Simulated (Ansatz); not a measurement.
```yaml
crystal:
  periodic: [false, false, false]
  atoms:
    - {symbol: F, position_ang: [-2.425501, 0.180048, 0.957951]}
    - {symbol: Si, position_ang: [-0.889220, 0.840704, 1.062158]}
    - {symbol: C, position_ang: [0.378690, -0.489178, 0.451296]}
    - {symbol: C, position_ang: [0.477049, -0.642870, -1.119845]}
    - {symbol: S, position_ang: [1.057341, 0.867442, -2.079576]}
    - {symbol: Zn, position_ang: [-0.272831, 2.062120, -0.727764]}
    - {symbol: H, position_ang: [-0.649857, 1.150441, 2.454113]}
    - {symbol: H, position_ang: [0.102404, -1.388467, 0.883922]}
    - {symbol: H, position_ang: [1.335503, -1.064018, -1.264578]}
    - {symbol: H, position_ang: [1.285503, -1.364018, -1.264578]}
    - {symbol: H, position_ang: [-0.426897, -1.021731, -1.462422]}
basis:
  gaussian: {orbitals: aug-cc-pVDZ}
hamiltonian: {xc: {name: B97M-V}}
```

```sh
$ ansatz run in.yaml --threads 2 --pin off --events-out ev --progress --plain --max-ram 32768MiB --backend cpu
```

It prints (some lines left out):

```
Functional definition: B97M-V
2230 factors; their error is unknown
mean field evaluation 1: about -71953.0455 eV, gradient 9.0e1 eV
mean field evaluation 2: about -71732.3328 eV, gradient 2.4e2 eV
mean field evaluation 4: about -71958.4915 eV, gradient 5.8e1 eV
mean field evaluation 8: about -71971.9146 eV, gradient 4.4e-1 eV
mean field evaluation 16: about -71971.8538 eV, gradient 3.9e-3 eV
mean field -71971.85375956 eV, -2644.9168413890 hartree, gradient 1.9e-5 eV, S^2 0.000000; 1 other end points of the search recorded, 0 dependent functions left out
reference -71971.85390669 eV, -2644.9168467961 hartree; 43, 43 occupied and 184, 184 virtual orbitals, 2230 factors
Total energy: -71971.85390669 eV, -2644.9168467961 hartree
```

(1) What is wrong with this run?

Answers

(1) One atom was put on top of another. The run converged. The result belongs to that input, not to the molecule as meant.
